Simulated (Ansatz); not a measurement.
F6Si (SMILES F[Si-2](F)(F)(F)(F)F), charge -2, singlet, geometry from GFN2-xTB (a gas-phase anion, which may not be bound at this level); B3LYP/6-311G** (Ansatz, a program for electronic structure).

Ansatz was given this input:
Ansatz 0.2 input:
```yaml
crystal:
  periodic: [false, false, false]
  atoms:
    - {symbol: F, position_ang: [0.39884880, -1.65434300, -0.16462041]}
    - {symbol: Si, position_ang: [0.00000000, 0.00000000, -0.00000000]}
    - {symbol: F, position_ang: [1.17504728, 0.40027767, -1.17561587]}
    - {symbol: F, position_ang: [-1.17504728, -0.40027767, 1.17561587]}
    - {symbol: F, position_ang: [1.17610141, 0.16111496, 1.23038955]}
    - {symbol: F, position_ang: [-0.39884880, 1.65434300, 0.16462041]}
    - {symbol: F, position_ang: [-1.17610141, -0.16111496, -1.23038955]}
basis:
  gaussian:
    orbitals: 6-311G__.json
    final_grid: {core_spheres: 6, valence_spheres: 12, degree: 29}
hamiltonian:
  xc: b3lyp
total_charge: -2
```
The basis file holds 6-311G** in the JSON format of the Basis Set Exchange.

What the program printed (banner, timings and long lists left out):

```
Functional definition: B3LYP
1152 factors; their error is unknown
mean field evaluation 1: about -24190.6554 eV, gradient 2.5e1 eV
mean field evaluation 2: about -24190.9373 eV, gradient 2.4e1 eV
mean field evaluation 4: about -24191.7425 eV, gradient 4.6e-1 eV
mean field evaluation 8: about -24191.7648 eV, gradient 4.3e-3 eV
mean field -24191.76479956 eV, -889.0309586166 hartree, gradient 7.6e-5 eV, S^2 0.000000; 0 other end points of the search recorded, 0 dependent functions left out
reference -24191.76504523 eV, -889.0309676449 hartree; 35, 35 occupied and 100, 100 virtual orbitals, 1152 factors
Total energy: -24191.76504523 eV, -889.0309676449 hartree
```
